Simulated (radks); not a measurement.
Q: The mean radii <r> (bohr) of the occupied orbitals of an atom or ion are listed with their occupations. Calculated with a radial shooting solver on a logarithmic mesh with Libxc functionals: non-relativistic Kohn-Sham, PBE, spin-polarised, spherical densities, point nucleus.

| orbital | occ. | <r> |
|---|---|---|
| 1s up | 1 | 0.05485 |
| 1s down | 1 | 0.05484 |
| 2s up | 1 | 0.2472 |
| 2s down | 1 | 0.2471 |
| 2p up | 3 | 0.2156 |
| 2p down | 3 | 0.2156 |
| 3s up | 1 | 0.6661 |
| 3s down | 1 | 0.6672 |
| 3p up | 3 | 0.6631 |
| 3p down | 2 | 0.6644 |

Name the element and its charge. Open shells, if any, are filled with parallel spins first.

A: Z = 28, nickel, charge +11: Ni11+ in [Ne] 3s2 3p5. The 1s radius gives Z: for a bare nucleus <r> = 1.5/Z, 0.05357 bohr for Z = 28, and screening makes it slightly larger (0.05485 here). The occupations add up to 17, and the charge is Z minus that.
